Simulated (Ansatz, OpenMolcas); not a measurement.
# A small benchmark: atomisation enthalpy at 298 K

7 molecules holding an element from Na to Cl; the atomisation enthalpy at 298 K in kJ/mol, computed less measured. Shapes, held fixed at every level: PBE0-D4/def2-TZVP. Flexible molecules stand in one conformer, not always the lowest. Thermal terms are harmonic and unscaled (PBE0-D4/def2-TZVP); the spin-orbit lowering of the free atoms is taken from their spectra. Programs: Ansatz 0.2.0, OpenMolcas 26.06. Measured values: Active Thermochemical Tables, CRC Handbook of Chemistry and Physics, NIST-JANAF tables.

Levels: A = HF/aug-cc-pVDZ; B = M06-2X/aug-cc-pVDZ; C = wB97M-V/def2-TZVPP; D = B2PLYP/def2-TZVPP; E = CCSD(T)/STO-3G.

```
                    molecule  from tabulated heats     A     B    C    D      E
BClF2 (chlorodifluoroborane)                  1736  -467   -33  +12  -11   -197
     SOF2 (thionyl fluoride)                  1229  -773  -104  +49  +11  -1027
    CH2Cl2 (dichloromethane)                  1490  -486   -33   +6  -30    -63
CH2ClF (chlorofluoromethane)                  1617  -522   -27   +6  -22   -133
       SiH3Cl (chlorosilane)                  1367  -360   -50   +4  -22   +200
    SiH2F2 (SMILES F[SiH2]F)                  1836  -552  -120  -27  -41   -380
      PH2(PH2) (diphosphine)                  1484  -556   -28  +29  -21   +139
```

Sum up the errors.


```json
{"level": "HF/aug-cc-pVDZ", "kind": "Hartree–Fock", "mean error": "-530.9", "mean absolute error": "530.9", "worst case": "SOF2"}
{"level": "M06-2X/aug-cc-pVDZ", "kind": "global hybrid", "mean error": "-56.4", "mean absolute error": "56.4", "worst case": "SiH2F2"}
{"level": "wB97M-V/def2-TZVPP", "kind": "range-separated hybrid", "mean error": "+11.3", "mean absolute error": "19.0", "worst case": "SOF2"}
{"level": "B2PLYP/def2-TZVPP", "kind": "double hybrid", "mean error": "-19.4", "mean absolute error": "22.6", "worst case": "SiH2F2"}
{"level": "CCSD(T)/STO-3G", "kind": "coupled cluster or CI", "mean error": "-208.7", "mean absolute error": "305.6", "worst case": "SOF2"}
```

On this set wB97M-V/def2-TZVPP has the smallest mean absolute error and HF/aug-cc-pVDZ the largest. HF/aug-cc-pVDZ is too low in 7 of 7; M06-2X/aug-cc-pVDZ is too low in 7 of 7; wB97M-V/def2-TZVPP is too high in 6 of 7; B2PLYP/def2-TZVPP is too low in 6 of 7; CCSD(T)/STO-3G is too low in 5 of 7. The heats of SiH3Cl, PH2(PH2) come from older tables and can be uncertain by 10 kJ/mol or more. The tabulated values of BClF2, SOF2, SiH2F2 are in doubt (older tables, estimates, or at odds with other calculations) and kept here. Over the 4 molecules whose values aren't doubted the mean absolute errors are A 481.0; B 34.5; C 11.2; D 23.8; E 133.8. Hartree–Fock lacks correlation and underbinds. Rows in very small basis sets show the basis more than the method. Correlated wave functions converge slowly with the basis. T1 is large for SOF2 (0.021), so single-reference values are less sure there. The set is small.
